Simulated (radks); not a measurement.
Task: Species: the selenium ion Se22+. Configuration: [Ne] 3s2. All-electron calculation, scalar-relativistic Kohn-Sham, LB94 model potential, spin-polarised, spherical densities, finite nucleus; Fermi nuclear charge, rms radius 4.14 fm. Program: a radial shooting solver on a logarithmic mesh with Libxc functionals. Some entries of the table are withheld. Estimate them.

orbital,occ.,eigenvalue (hartree),r(max) (bohr),<1/r> (bohr^-1)
1s,2,(1),0.02879,34.61
2s,2,(2),0.1635,7.739
2p,6,-88.19769,0.1305,7.592
3s,2,-36.46011,0.4502,3.072

Result: 
(1) 1s eigenvalue (hartree): -499.5416
(2) 2s eigenvalue (hartree): -94.98806
